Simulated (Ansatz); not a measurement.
B₈H₁₃⁻, relaxed as a singlet with RKS r2SCAN-D4/def2-SVPD in Ansatz, starting from the GFN1-xTB geometry. Force threshold 0.02 eV/Å.

The structure comes from a short search, and lower isomers may exist.

Start:

Cartesian coordinates in Å:
```
B -1.1232 -0.9486 0.5251
B -0.9031 0.5611 1.8118
B 1.3891 0.3470 -0.3807
B 0.5793 0.1040 -1.9145
B 0.1921 -1.0723 -0.5862
B -1.0258 -0.7406 -1.7654
B 1.0821 1.3795 1.1339
B 0.4680 -0.1972 1.1960
H 0.7055 2.3477 0.5348
H -1.3430 -1.7652 -2.3066
H -1.2052 0.2419 2.9263
H 1.2747 -0.2410 -2.8261
H -1.3701 -1.9995 1.0470
H 1.1143 -0.9580 1.8490
H 0.8194 -2.0837 -0.6751
H 2.5139 0.7273 -0.5255
H -2.1121 -0.2891 0.3290
H 0.3140 1.2877 -1.9275
H 1.9180 1.6269 1.9529
H -1.4171 1.5693 1.4349
H -1.8708 0.1027 -1.8330
```

**Question.** Estimate the energy that the relaxation releases and the steps that it takes.

**Answer.** 49.7 kcal/mol, in 19 steps; 2.4 min on 4 threads of Arm Neoverse V1 on a shared host. No frequencies were taken in this run, so the end may be a saddle point.

**Question.** Does the start keep its bonding?

**Answer.** Bonds lost: B3–B7 (atoms count from 1). Bonds formed: B1–B6, B2–B7, B2–H17, B3–H18 (atoms count from 1).

**Question.** Predict the relaxed structure.

**Answer.** 
Cartesian coordinates in Å:
```
B -1.036 -0.991 0.350
B -0.872 0.303 1.632
B 1.414 0.298 -0.485
B 0.571 -0.135 -1.937
B 0.458 -1.169 -0.613
B -1.033 -0.685 -1.426
B 0.430 1.460 1.011
B 0.583 -0.327 0.962
H 0.173 2.238 0.117
H -1.644 -1.443 -2.149
H -1.111 0.062 2.786
H 1.081 -0.194 -3.026
H -1.531 -1.978 0.842
H 1.314 -0.822 1.784
H 0.854 -2.304 -0.691
H 2.590 0.558 -0.462
H -1.839 0.064 0.808
H 0.837 1.062 -1.427
H 1.088 1.950 1.902
H -0.943 1.565 1.418
H -1.383 0.490 -1.396
```
Bond lengths: 14 × B–B 1.68 to 1.85 Å; 14 × B–H 1.20 to 1.34 Å.
